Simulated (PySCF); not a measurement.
# Ag: excitation energy

Ag [Kr] 4d10 5s1 (2S) → Ag [Kr] 4d10 5p1 (2P), as a difference of total energies. Computed with PySCF 2.14 in x2c-TZVPPall (8s6p6d2f1g, 79 functions), with the spin-free X2C one-electron Hamiltonian (Gaussian nucleus). Correlated levels: valence: [Kr] frozen. The calculations carry no spin-orbit coupling.

```csv
method,excitation energy (eV),error (eV)
UHF,3.124,-0.616
MP2 (valence),3.711,-0.029
SCS-MP2 (valence),3.638,-0.102
CCSD (valence),3.601,-0.139
CCSD(T) (valence),3.634,-0.106
```

Reference: 3.740 eV (measured; NIST levels, between the centres of gravity of the two terms).

Errors of the correlated levels include the incompleteness of this basis and the frozen core.

The basis was made for the ground configuration and has no added diffuse functions, so the excitation energy can come out too high.
